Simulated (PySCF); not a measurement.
Computed shifts of a molecule C2H9ClOSi2, PBE/pcSseg-1 (PySCF), GIAO, gas phase, atoms alike by connectivity averaged where their shifts nearly agree, in ppm (number of nuclei): ¹³C: 68.5 (1), 28.5 (1). ²⁹Si: 14.2 (1), -108.0 (1). ¹H: 5.83 (1), 4.83 (1), 4.25 (1), 3.82 (3), 2.01 (1), 1.20 (1), 0.53 (1). References: ¹⁷O against H2O (σ = 334.3 ppm); ¹³C against TMS (σ = 182.0 ppm); ²⁹Si against TMS (σ = 335.4 ppm); ³⁵Cl against HCl (σ = 936.5 ppm); ¹H against TMS (σ = 31.49 ppm), references at their B3LYP-D3(BJ)/def2-TZVP geometries, non-relativistic (without spin–orbit terms, shifts of atoms bonded to Cl or Br come out too high). The structure is a stationary point at PBE0-D3(BJ)/def2-SVP. Other conformers were not sampled.

### Question
Identify the compound among the candidates.
A. C[Si@@H](CO)[SiH2]Cl
B. CC[Si@@](O)([SiH3])Cl
C. OCC[Si@H]([SiH3])Cl
D. [SiH3]COC[SiH2]Cl

### Answer
C, OCC[Si@H]([SiH3])Cl
